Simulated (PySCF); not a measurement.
Compound: C2H7NOSi.
Bonds: N1–C2, C2–O3 (double), C2–C4, C4–Si5. Hydrogens: H6, H7 on N1; H8, H9 on C4; H10, H11, H12 on Si5.

Computed by this run: PBE0-D3(BJ)/def2-SVP geometry optimisation, gas phase in PySCF; density fitting, grid level 1; the optimiser is geomeTRIC in internal coordinates, started from a GFN2-xTB structure with every atom displaced at random (about 0.01 Å).

Step 2: E = -13586.9256 eV
```
atom  x, y, z in Å  |  force x, y, z in eV/Å
N1     -1.8613    0.2145    0.5235   -0.237  -0.142  -0.161
C2     -0.9985   -0.6810   -0.0378    0.193   0.196   0.140
O3     -1.3215   -1.4302   -0.9336   -0.102   0.003   0.014
C4      0.4131   -0.6257    0.5028    0.029  -0.074   0.069
Si5     1.5203    0.6259   -0.3879   -0.014   0.013  -0.031
H6     -1.6456    0.8037    1.3135    0.148  -0.061  -0.014
H7     -2.8199    0.1818    0.2014   -0.018   0.051  -0.007
H8      0.8511   -1.6252    0.3635    0.026   0.019  -0.001
H9      0.4349   -0.3898    1.5800   -0.013  -0.006  -0.012
H10     1.5830    0.3343   -1.8493   -0.017   0.004   0.005
H11     0.9888    2.0085   -0.1798    0.004   0.001  -0.008
H12     2.8979    0.5557    0.1869    0.001  -0.004   0.007
```

Step 3: E = -13586.9285 eV
```
atom  x, y, z in Å  |  force x, y, z in eV/Å
N1     -1.8606    0.2128    0.5130   -0.088   0.110   0.147
C2     -0.9913   -0.6826   -0.0313   -0.137   0.070  -0.077
O3     -1.3273   -1.4264   -0.9268    0.103  -0.160  -0.084
C4      0.4190   -0.6319    0.5114   -0.053   0.009   0.085
Si5     1.5123    0.6265   -0.3875    0.012   0.034   0.016
H6     -1.6264    0.7912    1.3069    0.002  -0.008  -0.040
H7     -2.8188    0.2053    0.1800    0.148  -0.009   0.031
H8      0.8632   -1.6265    0.3693    0.014  -0.033  -0.014
H9      0.4382   -0.3986    1.5901    0.001   0.000  -0.047
H10     1.5646    0.3372   -1.8489   -0.015  -0.007  -0.003
H11     0.9774    2.0079   -0.1761    0.006  -0.013  -0.005
H12     2.8920    0.5578    0.1830    0.006   0.006  -0.010
```

**Question.** Estimate the geometry and energy of step 4. (The exact step hangs on the optimiser's Hessian estimate; all steps are aligned on step 3, rigid shifts and turns removed.)

**Answer.** E = -13586.9293 eV, largest force 0.109 eV/Å
```
atom  x, y, z in Å  |  force x, y, z in eV/Å
N1     -1.8539    0.2162    0.5095   -0.006  -0.036   0.000
C2     -0.9946   -0.6864   -0.0396    0.058  -0.080  -0.045
O3     -1.3111   -1.4448   -0.9314   -0.089   0.061   0.020
C4      0.4118   -0.6342    0.5125    0.034   0.018   0.049
Si5     1.5038    0.6281   -0.3840    0.017   0.004   0.021
H6     -1.5886    0.7844    1.3001   -0.073   0.036  -0.030
H7     -2.8135    0.2278    0.1874    0.048   0.003   0.017
H8      0.8599   -1.6281    0.3722    0.003  -0.009  -0.008
H9      0.4251   -0.3997    1.5899    0.010   0.002  -0.006
H10     1.5546    0.3374   -1.8452   -0.009  -0.004  -0.005
H11     0.9649    2.0076   -0.1745    0.002  -0.002   0.000
H12     2.8839    0.5644    0.1861    0.005   0.007  -0.013
```

The energy changes by -0.0009 eV. The first-order estimate −F·Δx gives -0.0068 eV and the mean of the old and new forces, exact on a quadratic surface, -0.0008 eV. The step makes an angle of 73° with the force vector and moves no atom by more than 0.039 Å.

What follows is the cost of the whole optimisation. The run took 45 s wall on one thread, Arm Neoverse V1 (aarch64), on a shared host, and the process peaked at 0.46 GiB of memory.
